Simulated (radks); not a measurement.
Species: Rb IV. Configuration: [Ar] 3d10 4s2 4p(up 2, down 2) (spins set by hand, not the high-spin state). Method: scalar-relativistic Kohn-Sham, BLYP, spin-polarised, spherical densities, finite nucleus; Fermi nuclear charge, rms radius 4.2036 fm; computed with a radial shooting solver on a logarithmic mesh with Libxc functionals. Some entries of the table are withheld. Estimate them.

| orbital | occ. | eigenvalue (hartree) | <1/r> (bohr^-1) |
|---|---|---|---|
| 1s | 2 | (1) | 37.88 |
| 2s | 2 | (2) | 8.432 |
| 2p | 6 | -66.76916 | 8.242 |
| 3s | 2 | -12.24442 | 2.809 |
| 3p | 6 | (3) | (4) |
| 3d | 10 | (5) | 2.394 |
| 4s | 2 | -2.34825 | 0.9650 |
| 4p | 4 | -1.71201 | 0.8406 |

Answer. 
(1) 1s eigenvalue (hartree): -553.9312
(2) 2s eigenvalue (hartree): -75.13421
(3) 3p eigenvalue (hartree): -9.56139
(4) 3p <1/r> (bohr^-1): 2.656
(5) 3d eigenvalue (hartree): -5.12054
